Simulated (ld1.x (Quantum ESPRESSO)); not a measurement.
**What one change does to a pseudopotential (oxygen, TM)**

ld1.x (Quantum ESPRESSO) 7.5 input, shortened:

```
&input
   title='O', zed=8., rel=1, dft='PBE', iswitch=3,
   config='[He] 2s1.5 2p4.5'
 /
 &inputp
   pseudotype=2, tm=.true., lloc=-2, rcloc=1.35,
   nlcc=.false.
 /
2
2S  1  0   1.50   0.00  0.85  0.85  0.0
2P  2  1   4.50   0.00  1.50  1.50  0.0
 &test
   configts(1)='2s1.5 2p4.5'
 /
```

Change: local potential all-electron potential smoothed inside 0.72 bohr (lloc = -2).

Cutoffs: the cutoffs (Ry, on a coarse ladder) from which the occupation-weighted sum of valence levels, in a spherical-Bessel basis at the reference potential, stays within 10 and 1 mRy of its value at 400 Ry; they do not see the model core or the augmentation charge, which bear on the density cutoff. Errors are all-electron minus pseudo energies relative to the spin-unpolarised reference configuration.

Q: Predict the effect on cutoff, ghosts and configuration errors.

A: The potential gets neither clearly harder nor softer (70 Ry and 180 Ry → 70 Ry and 180 Ry); of the 7 tests that both files solve, the error grows in 0 and shrinks in 1 by more than 15 % and 0.3 meV (median size 45.4 → 45.4 meV); the range in which the s phases agree widens (upper end 2.6 → 4.6); neither file shows a bound ghost.

| quantity | base | changed |
| --- | --- | --- |
| cutoff, loose | 70 Ry | 70 Ry |
| cutoff, tight | 180 Ry | 180 Ry |
| bound ghosts | none | none |
| error for 2s2 2p4, meV [ΔE -7.47 eV] | +2.5 | +2.5 |
| error for 2s2 2p3, meV [ΔE 8.96 eV] | +45 | +45 |
| error for 2s2 2p2, meV [ΔE 42.55 eV] | +265 | +245 |
| error for 2s2 2p1, meV [ΔE 96.42 eV] | +1024 | +903 |
| error for 2s1 2p4, meV [ΔE 24.19 eV] | -25 | -19 |
| error for 2s2 2p0, meV [ΔE 173.32 eV] | +2991 | +2587 |
| error for 2s2 2p3.5, meV [ΔE -1.18 eV] | +15 | +15 |
| s: phases at 1.65 bohr within 0.05 rad from the reference energy up to (Ry; the scan ends near 5) | 2.6 | 4.6 |
| p: phases at 1.65 bohr within 0.05 rad from the reference energy up to (Ry; the scan ends near 5) | 3.3 | 3.7 |
